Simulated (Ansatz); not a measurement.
Isolated molecules relaxed with PBE0-D4/def2-TZVP in Ansatz; ΔE leaves out vibrations. CBS: MP2 limit from def2 TZ/QZ plus the TZ coupled-cluster correction, frozen cores. This one scheme is used for every species. DFT in def2-TZVPP. Elements past krypton have def2 core potentials. For Br, Sn outer-core shells are correlated without core-valence functions, which leaves a few kJ/mol of doubt a bond. Scalar relativity is left out up to krypton. One conformer a species, not always the lowest.

`F[CH2][SnH2][SiH3]` + HBr → `F[CH2][SnH2][Br]` + SiH₄  (cleavage of the Sn–Si bond)

CCSD(T)/CBS gives -81.2 kJ/mol.

(1) Another level gave -81.6 kJ/mol. Which?
A. PBE0/def2-TZVPP
B. ωB97M-V/def2-TZVPP
C. PBE/def2-TZVPP
D. HF/def2-TZVPP

Largest T1 diagnostic among the species: 0.013.

Results:

(1) B. ωB97M-V -81.6, PBE -70.8, PBE0 -75.4, HF/def2-TZVPP -105.3 kJ/mol.

In def2-TZVPP, CCSD(T) changes the Hartree–Fock value by +29.6 kJ/mol (the triples alone add +2.2 kJ/mol) and MP2 by +24.9 kJ/mol. From PBE to PBE0 (25 % exact exchange), in def2-TZVPP and without D4, ΔE moves by −4.5 kJ/mol.
